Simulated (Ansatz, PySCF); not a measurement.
Gas-phase reaction in SMILES: Cl[SiH2][SiH2]Cl → [SiH2][SiH2]Cl + Cl atom (the Cl-Si bond at the site shown breaks; other sites are not compared here)
Structures are relaxed separately at B3LYP-D3(BJ)/def2-TZVP in Ansatz (a quantum-chemistry and plane-wave program), one conformer each, not searched for the lowest.

Quantity: bond dissociation energy (0 K, with B3LYP-D3(BJ) harmonic zero-point energies from PySCF), in kcal/mol. Valence correlation only, unless marked. UHF or UKS for open shells. Spin-orbit coupling is left out. Non-relativistic. CBS marks a two-point X^-3 extrapolation of the correlation energy; Hartree-Fock from the larger set.

| level | program | bond dissociation energy (kcal/mol) | minus last row |
|---|---|---|---|
| PBE0/def2-TZVPD | Ansatz | 102.3 | -4.3 |
| BHLYP-D3(BJ)/def2-TZVPD | Ansatz + dftd3 | 100.5 | -6.1 |
| PBE-QIDH/def2-TZVPD | Ansatz | 104.7 | -1.9 |
| RPA@PBE/cc-pV(Q+d)Z | Ansatz | 95.7 | -10.9 |
| RI-MP2/aug-cc-pV(Q+d)Z | Ansatz | 110.2 | 3.6 |
| SCS-MP2/aug-cc-pV(T+d)Z | Ansatz | 105.5 | -1.1 |
| CCSD(T)/CBS(aug-cc-pV(T+d)Z,aug-cc-pV(Q+d)Z) | Ansatz | 106.6 | 0.0 |
